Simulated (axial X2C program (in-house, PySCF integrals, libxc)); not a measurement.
**Spin–orbit effects along a row: molecules with B (ions), PBE0**

Calculated with an in-house relativistic program for diatomic molecules, spin-free (one-electron X2C) or two-component (2c: spin–orbit coupling with atomic mean-field Coulomb and Gaunt terms, which also bring small scalar terms), in Dyall basis sets with cores contracted in-house; open shells are unrestricted.

Basis sets: Ag dyall-acv3z, B dyall-av3z, I dyall-acv3z, In dyall-acv3z, Pd dyall-acv3z, Rb dyall-acv3z, Sn dyall-acv3z, Te dyall-acv3z.

```csv
molecule,spin-free state,Re (Å),ωe (cm⁻¹),De (eV),2c state,Re 2c (Å),ωe 2c (cm⁻¹),De 2c (eV)
RbB⁻,"M_S = 1/2, Λ = 1",3.151,190.4,n/a,Ω = 1/2,3.149,190.6,n/a
PdB⁻,"M_S = 0, Λ = 0",1.784,761.7,4.22,Ω = 0,1.783,762.1,4.23
AgB⁻,"M_S = 1/2, Λ = 1",2.102,402.2,1.60,Ω = 1/2,2.093,406.8,1.62
InB⁻,"M_S = 3/2, Λ = 0",2.254,464.3,2.80,Ω = 3/2,2.253,463.5,n/a
SnB⁻,"M_S = 1, Λ = 1",2.120,600.4,2.71,Ω = 2,2.121,596.1,2.77
BTe⁻,"M_S = 0, Λ = 0",2.065,667.2,4.23,Ω = 0,2.067,663.7,4.07
BI⁻,"M_S = 1/2, Λ = 1",2.357,343.6,1.16,Ω = 1/2,2.354,346.3,1.18
```

Problem. Work out the shifts from the spin-free to the two-component result.

Solution. 

| molecule | 2c state | ΔRe (Å) | Δωe (cm⁻¹) | ΔDe (eV) |
| --- | --- | --- | --- | --- |
| RbB⁻ | Ω = 1/2 | -0.002 | 0.2 | n/a |
| PdB⁻ | Ω = 0 | -0.001 | 0.4 | 0.01 |
| AgB⁻ | Ω = 1/2 | -0.009 | 4.6 | 0.02 |
| InB⁻ | Ω = 3/2 | -0.001 | -0.8 | n/a |
| SnB⁻ | Ω = 2 | 0.001 | -4.3 | 0.06 |
| BTe⁻ | Ω = 0 | 0.002 | -3.5 | -0.16 |
| BI⁻ | Ω = 1/2 | -0.003 | 2.7 | 0.02 |

Shifts of one unit in the last digit are rounding.

Fragments in 2c: Rb + B-, Pd- + B, Ag- + B, In + B-, Sn- + B, Te- + B, I- + B. Each entry is the lowest single determinant of a limited PBE0 search at one distance. De goes to single-determinant-based atoms at the same level (for ions the charge split of lowest energy) and is withheld (n/a) where an atom does not fit its ground term or J level. Main or longest-lived isotopes. One determinant is a doubtful description, or other states lie close, for RbB⁻, InB⁻, SnB⁻; these need not be ground states, and all values refer to the states named. Some open-shell Ω = 0 determinants are out of reach, so the Ω given for SnB⁻ need not be the lowest component. With several unpaired electrons the Ω given is that of one determinant, not necessarily of the lowest component. Some light 2c atoms are not at their ground J level, so De misses part of their lowering (0.04 eV or less). The functionals have no current term, which raises determinants with orbital currents.
